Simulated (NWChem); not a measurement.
Everything below was run with NWChem. System: ditellurium (Te₂), charge 0, spin multiplicity 3, at a geometry optimised with UPBE0/def2-SVP with def2 effective core potentials on Te. Its SCF solution wasn't tested for a lower state. Level: UHF/def2-SVP with def2 effective core potentials on Te.

NWChem printed:

```
             Northwest Computational Chemistry Package (NWChem) 7.3.0
             --------------------------------------------------------

                                NWChem Input Module
                                -------------------

 Scaling coordinates for geometry "geometry" by  1.889725989
 (inverse scale =  0.529177249)

 Turning off AUTOSYM since
 SYMMETRY directive was detected!

                             Geometry "geometry" -> ""
                             -------------------------

 Output coordinates in angstroms (scale by  1.889725989 to convert to a.u.)

  No.       Tag          Charge          X              Y              Z
 ---- ---------------- ---------- -------------- -------------- --------------
    1 Te                  52.0000     0.00000000     0.00000000     1.28180500
    2 Te                  52.0000     0.00000000     0.00000000    -1.28180500

 Effective nuclear repulsion energy (a.u.)     558.1563815460

            Nuclear Dipole moment (a.u.)
            ----------------------------
        X                 Y               Z
 ---------------- ---------------- ----------------
     0.0000000000     0.0000000000     0.0000000000

      Symmetry information
      --------------------

 Group name             D2h
 Group number             26
 Group order               8
 No. of unique centers     1

      Symmetry unique atoms

     1


 Summary of "ao basis" -> "" (spherical)
 ------------------------------------------------------------------------------
       Tag                 Description            Shells   Functions and Types
 ---------------- ------------------------------  ------  ---------------------
 *                          def2-svp                  on all atoms

 Summary of "ao basis" -> "ao basis" (spherical)
 ------------------------------------------------------------------------------
       Tag                 Description            Shells   Functions and Types
 ---------------- ------------------------------  ------  ---------------------
 Te                         def2-svp                10       26   4s4p2d

                                 NWChem SCF Module
                                 -----------------

  ao basis        = "ao basis"
  functions       =    52
  atoms           =     2
  alpha electrons =    25
  beta  electrons =    23
  charge          =   0.00
  wavefunction    = UHF
  use symmetry    = T
  symmetry adapt  = T

 Summary of "ao basis" -> "ao basis" (spherical)
[...]
    12      0.351247  1 Te py                38      0.351247  2 Te py

 Vector   24  Occ=0.000000D+00  E=-2.590616D-02  Symmetry=b3g
              MO Center= -5.3D-19, -1.7D-13, -4.6D-17, r^2= 4.7D+00
   Bfn.  Coefficient  Atom+Function         Bfn.  Coefficient  Atom+Function
  ----- ------------  ---------------      ----- ------------  ---------------
    15      0.554354  1 Te py                41     -0.554354  2 Te py
    12      0.353557  1 Te py                38     -0.353557  2 Te py
     9     -0.154389  1 Te py                35      0.154389  2 Te py

 Vector   25  Occ=0.000000D+00  E=-2.590616D-02  Symmetry=b2g
              MO Center=  1.6D-13,  5.3D-19,  1.1D-17, r^2= 4.7D+00
   Bfn.  Coefficient  Atom+Function         Bfn.  Coefficient  Atom+Function
  ----- ------------  ---------------      ----- ------------  ---------------
    14      0.554354  1 Te px                40     -0.554354  2 Te px
    11      0.353557  1 Te px                37     -0.353557  2 Te px
     8     -0.154389  1 Te px                34      0.154389  2 Te px

 Vector   26  Occ=0.000000D+00  E= 7.491557D-02  Symmetry=b1u
              MO Center= -1.2D-13,  1.3D-13, -7.2D-15, r^2= 5.9D+00
   Bfn.  Coefficient  Atom+Function         Bfn.  Coefficient  Atom+Function
  ----- ------------  ---------------      ----- ------------  ---------------
    16      1.004377  1 Te pz                42      1.004377  2 Te pz
     4     -0.585647  1 Te s                 30      0.585647  2 Te s
    13      0.296991  1 Te pz                39      0.296991  2 Te pz
     3     -0.234895  1 Te s                 29      0.234895  2 Te s

 center of mass
 --------------
 x =   0.00000000 y =   0.00000000 z =   0.00000000

 moments of inertia (a.u.)
 ------------------
        1524.414743581762           0.000000000000           0.000000000000
           0.000000000000        1524.414743581762           0.000000000000
           0.000000000000           0.000000000000           0.000000000000

  Mulliken analysis of the total density
  --------------------------------------

    Atom       Charge   Shell Charges
 -----------   ------   -------------------------------------------------------
    1 Te  24    24.00   1.77  0.27  1.23  0.66  2.89  3.15  2.01  1.94  9.85  0.23
    2 Te  24    24.00   1.77  0.27  1.23  0.66  2.89  3.15  2.01  1.94  9.85  0.23

  Mulliken analysis of the alpha density
  --------------------------------------

    Atom       Charge   Shell Charges
 -----------   ------   -------------------------------------------------------
    1 Te  24    12.50   0.88  0.14  0.62  0.33  1.42  1.60  1.31  1.16  4.92  0.11
    2 Te  24    12.50   0.88  0.14  0.62  0.33  1.42  1.60  1.31  1.16  4.92  0.11

   Mulliken analysis of the beta density
   -------------------------------------

    Atom       Charge   Shell Charges
 -----------   ------   -------------------------------------------------------
    1 Te  24    11.50   0.88  0.14  0.61  0.33  1.46  1.55  0.69  0.78  4.93  0.12
    2 Te  24    11.50   0.88  0.14  0.61  0.33  1.46  1.55  0.69  0.78  4.93  0.12

   Mulliken analysis of the spin density
   -------------------------------------

    Atom       Charge   Shell Charges
 -----------   ------   -------------------------------------------------------
    1 Te  24     1.00  -0.00  0.00  0.01  0.00 -0.04  0.05  0.62  0.38 -0.01 -0.00
    2 Te  24     1.00  -0.00  0.00  0.01  0.00 -0.04  0.05  0.62  0.38 -0.01 -0.00

       Multipole analysis of the density wrt the origin
       ------------------------------------------------

     L   x y z        total         alpha         beta         nuclear
     -   - - -        -----         -----         ----         -------
     0   0 0 0      0.000000    -25.000000    -23.000000     48.000000

     1   1 0 0      0.000000     -0.000000      0.000000      0.000000
     1   0 1 0     -0.000000     -0.000000     -0.000000      0.000000
     1   0 0 1     -0.000000      0.000000     -0.000000      0.000000

     2   2 0 0    -40.548987    -23.215821    -17.333166      0.000000
     2   1 1 0      0.000000      0.000000      0.000000      0.000000
     2   1 0 1     -0.000000     -0.000000     -0.000000      0.000000
     2   0 2 0    -40.548987    -23.215821    -17.333166      0.000000
     2   0 1 1     -0.000000     -0.000000     -0.000000      0.000000
     2   0 0 2    -36.598182   -168.391352   -149.839369    281.632540

 Task  times  cpu:        0.3s     wall:        0.3s

 Total times  cpu:        0.3s     wall:        0.3s
```

### Question
Write an NWChem input that would produce this output.

### Answer
One answer among several that fit: 
```
start mol
memory heap 200 mb stack 900 mb global 1100 mb
geometry units angstroms nocenter noautoz
  Te     0.000000     0.000000     1.281805
  Te     0.000000     0.000000    -1.281805
  symmetry group D2h
end
basis spherical
  * library def2-svp
end
ecp
  Te library def2-ecp
end
scf
  uhf
  nopen 2
  maxiter 100
  thresh 1e-7
  semidirect memsize 60000000 filesize 0
  # guess.movecs holds the orbitals of an unrestricted PBE0 run
  vectors input guess.movecs output mol.movecs
end
task scf energy
```
